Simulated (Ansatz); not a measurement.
Frontier orbitals of Cl$_{2}$HOSc, SMILES `[OH][Sc]([Cl])[Cl]`.

The species carries charge 0 and has multiplicity 1. Correlated methods include outer-core shells of Sc, which these sets cover unevenly. Scalar relativity is left out up to krypton. The geometry is a stationary point of PBE0-D4/def2-TZVP. It is one conformer, not always the lowest. Basis def2-TZVPP, the Gaussian-basis code of Ansatz.

```json
{"functional": "PBE", "HOMO (eV)": "-7.45", "LUMO (eV)": "-3.57", "gap (eV)": "3.88"}
{"functional": "B97M-V", "HOMO (eV)": "-7.87", "LUMO (eV)": "-3.45", "gap (eV)": "4.42"}
{"functional": "PBE0", "HOMO (eV)": "-8.85", "LUMO (eV)": "-2.62", "gap (eV)": "6.23"}
{"functional": "r2SCANh", "HOMO (eV)": "-8.32", "LUMO (eV)": "-2.97", "gap (eV)": "5.35"}
{"functional": "LC-ωPBE", "HOMO (eV)": "-11.64", "LUMO (eV)": "-0.44", "gap (eV)": "11.20"}
{"functional": "ωB97M-V", "HOMO (eV)": "-11.10", "LUMO (eV)": "-0.90", "gap (eV)": "10.20"}
```

Against PBE, PBE0 changes HOMO and LUMO by −1.40 and +0.95 eV, ωB97M-V by −3.65 and +2.68 eV. A gap of 3.88 eV thus becomes 10.20 eV for the same molecule, so an orbital gap means little without its functional.

LC-ωPBE has ω = 0.4 bohr⁻¹.
